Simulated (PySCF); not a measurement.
CH3Cl3Sn, charge +1, doublet, geometry from GFN2-xTB of the parent state (such geometries of metal compounds can be far from the true shape) (a state made from the parent by changing its charge; the spin is typed, not shown lowest) (all electrons, no relativity).

Input for PySCF:
```python
from pyscf import gto, scf, dft

mol = gto.M(
    atom='''
C    -2.80617644   -0.40162275    0.12082347
Sn   -0.24461394   -0.03500939    0.01053216
Cl    0.89982516   -1.44031537   -1.75298602
Cl    0.41061725    2.34994459   -0.51604998
Cl    0.94662883   -0.58659495    2.17185494
H    -2.94846383   -1.38425721    0.54586184
H    -3.19286124    0.38524350    0.75152957
H    -3.16113030   -0.33236290   -0.89686246
''',
    basis='sto-3g',
    charge=1,
    spin=1,
    verbose=4,
)

mf = dft.UKS(mol)
mf.xc = 'b3lyp'
mf.kernel()
```

Question: Predict the total energy from B3LYP/STO-3G in PySCF.

Answer: -7370.1375 Eh

Question: What is the computed number of basis functions (B3LYP/STO-3G)?

Answer: 62

Question: Predict the HOMO energy from B3LYP/STO-3G.

Answer: -12.05 eV

Question: Give the Mulliken (on the basis functions themselves) charges in atom order at the level B3LYP/STO-3G.

Answer: C1 -0.24, Sn2 1.11, Cl3 -0.11, Cl4 -0.11, Cl5 -0.11, H6 0.15, H7 0.15, H8 0.15

Question: What nuclear repulsion energy does B3LYP/STO-3G give?

Answer: 800.0881 Eh

These values belong to the state on which the SCF converged, which isn't shown to be the lowest.

Question: Roughly what does it cost on one core?

Answer: roughly 17 core-seconds.
